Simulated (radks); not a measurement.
Results of a calculation; reference values are marked as such.
Effect of the nuclear size on the zirconium ion Zr+, [Kr] 4d2 5s1. Code: a radial shooting solver on a logarithmic mesh with Libxc functionals. Model: Dirac Kohn-Sham, BLYP, spin-unpolarised, spherical densities, finite nucleus; open shells fill j = l - 1/2 first; Fermi nuclear charge, rms radius 4.2694 fm. The rms radius is varied about that value; shifts are against it.

rms radius (fm)  total energy shift (eV)  density at nucleus (e/bohr^3)  1s1/2 shift (meV)  2s1/2 shift (meV)  4s1/2 shift (meV)  4p1/2 shift (meV)  5s1/2 shift (meV)
3.4881                            -0.365                      7.628e+04               -154              -16.2             -0.409              0.053             -0.042
3.8425                            -0.208                      7.555e+04              -87.8              -9.23             -0.233              0.030             -0.024
4.2694                                 0                      7.477e+04              0.000              0.000              0.000              0.000              0.000
4.5981                             0.173                      7.422e+04               73.3               7.70              0.194             -0.025              0.020
5.119                              0.471                      7.344e+04                199               21.0              0.528             -0.068              0.055

Slopes of the eigenvalues against <r^2> in GHz/fm^2, as finite differences over the two radii next to the reference (eigenvalue slopes, not the field-shift constants of lines): 1s1/2 6110, 2s1/2 642, 4s1/2 16.2, 4p1/2 -2.08, 5s1/2 1.67.
